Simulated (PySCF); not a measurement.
Compound: C₅H₆F₂.
Structure used (GFN2-xTB), in Å, numbered top down from 1:
```xyz
13
C5H6F2 angstrom
F      2.2659   -0.0399    1.4046
C      1.8920    0.0632    0.0799
C      0.4132    0.0935   -0.0470
C     -0.4892    0.9518   -0.5131
F     -0.4092    2.1475   -1.1040
C     -1.6909    0.1199   -0.1977
C     -0.6592   -0.8992    0.3573
H      2.3182   -0.8131   -0.4249
H      2.3394    0.9842   -0.3076
H     -2.2636   -0.2210   -1.0578
H     -2.3657    0.5438    0.5428
H     -0.6261   -1.8462   -0.1765
H     -0.7291   -1.0841    1.4263
```

Theory: PySCF, TDDFT PBE0/def2-SVPD, vertical, gas phase, core orbitals frozen in the response.

Ground-to-excited transition dipoles (e·a0, same axes as the geometry; the sign carries no meaning), for the states with f of 0.002 or more among the lowest 6:

```
state  E (hartree)      μx      μy      μz
   S1       0.2510  -0.432   0.222  -0.211
   S2       0.2536   0.991  -0.512   0.239
   S3       0.2741  -0.223  -0.035  -0.358
   S4       0.2804   0.221  -0.107  -0.005
   S5       0.2844  -0.076   0.001  -0.082
   S6       0.3014  -0.090  -0.058  -0.073
```

(1) What oscillator strength does each state have?

(2) What angle do the transition dipoles of S3 and S4 make?

(3) How is the summed strength of these states shared among x, y and z?

(4) What peak molar absorption coefficient would the strongest computed level give as a lone Gaussian band 0.3 eV wide at half height?

Answers

(1) f = (2/3) ΔE |μ|² with ΔE in hartree (27.2114 eV).

```json
{"state": "S1", "|μ|² (au)": "0.281", "|μ| (D)": "1.35", "f": "0.047"}
{"state": "S2", "|μ|² (au)": "1.300", "|μ| (D)": "2.90", "f": "0.220"}
{"state": "S3", "|μ|² (au)": "0.179", "|μ| (D)": "1.08", "f": "0.033"}
{"state": "S4", "|μ|² (au)": "0.060", "|μ| (D)": "0.62", "f": "0.011"}
{"state": "S5", "|μ|² (au)": "0.012", "|μ| (D)": "0.28", "f": "0.002"}
{"state": "S6", "|μ|² (au)": "0.017", "|μ| (D)": "0.33", "f": "0.003"}
```

(2) |cos θ| = |μa·μb| / (|μa| |μb|) = 0.42, so θ ≈ 65° (taken between 0 and 90°, since the signs are arbitrary).

(3) (2/3) Σ ΔE μα² gives 0.218 for x, 0.056 for y and 0.043 for z, 0.316 in all.

(4) ε(max) = 2.175×10⁸ f / FWHM, with the width in cm⁻¹. S2: 2.175×10⁸ × 0.2198 / 2420 ≈ 20000 L mol⁻¹ cm⁻¹.

The run took 22 s wall on Arm Neoverse V2, one thread, shared host with 96 logical CPUs at a one-minute load of 40, and the process peaked at 0.78 GiB of memory.

One conformer stands for the species.
